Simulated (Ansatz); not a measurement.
```yaml
crystal:
  periodic: [false, false, false]
  atoms:
    - {symbol: O, position_ang: [-1.998228, 0.243958, 0.774268]}
    - {symbol: Ga, position_ang: [-0.344921, -0.459136, 0.824035]}
    - {symbol: O, position_ang: [0.819135, 0.269627, 1.978282]}
    - {symbol: O, position_ang: [0.007730, -2.149026, 0.307993]}
    - {symbol: As, position_ang: [0.649664, 1.000005, -1.227225]}
    - {symbol: H, position_ang: [-2.664264, -0.354184, 0.432125]}
    - {symbol: H, position_ang: [1.487247, -0.361677, 2.253660]}
    - {symbol: H, position_ang: [-0.739831, -2.618157, -0.065187]}
    - {symbol: H, position_ang: [2.113576, 0.894940, -1.576027]}
    - {symbol: H, position_ang: [0.610444, 2.494694, -1.037618]}
    - {symbol: H, position_ang: [0.124847, 0.981854, -2.643607]}
basis:
  gaussian: {orbitals: def2-TZVPD}
total_charge: -1
magnetization: {spin_polarized: true, initial_magnetization: 1}
hamiltonian: {xc: {name: PBE}}
```

```sh
$ ansatz run in.yaml --threads 4 --pin off --events-out ev --progress --plain --max-ram 11315MiB
```

It prints (some lines left out):

```
Functional definition: PBE
1641 factors; their error is unknown
mean field evaluation 1: about -119427.9856 eV, gradient 6.2e1 eV
mean field evaluation 2: about -119301.1222 eV, gradient 1.8e2 eV
mean field evaluation 4: about -119438.4949 eV, gradient 1.8e1 eV
mean field evaluation 8: about -119439.7172 eV, gradient 3.9e-1 eV
mean field evaluation 16: about -119439.6848 eV, gradient 2.3e-3 eV
mean field -119439.68476252 eV, -4389.3274558964 hartree, gradient 1.8e-5 eV, S^2 0.750422; 3 other end points of the search recorded, 0 dependent functions left out
reference -119439.68481875 eV, -4389.3274579628 hartree; 48, 47 occupied and 234, 235 virtual orbitals, 1641 factors
Total energy: -119439.68481875 eV, -4389.3274579628 hartree
```

It took 15 s on 4 threads of an Arm Neoverse V2 on a shared host, with 0.73 GiB of host memory at the peak.
